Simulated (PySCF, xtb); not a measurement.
Ti(F)3(OH)(OH2) (F3H3O2Ti), SMILES [OH][Ti](<-[OH2])([F])([F])[F], multiplicity 1.

GFN2-xTB in xtb 6.7.1 at its own geometry gives an orbital gap of 5.20 eV and a dipole moment of 2.02 D.

The structure is a stationary point at B3LYP-D3(BJ)/def2-SVP. The multiplicity is an assumed one; other spin states were not compared. The values are those of a single conformer.

Task: What does B3LYP/def2-TZVP run with PySCF give? (An estimate is asked for; the answer gives what the named calculation found.)

Result: gap 7.06 eV (levels -9.58 and -2.52 eV), dipole 1.29 D.
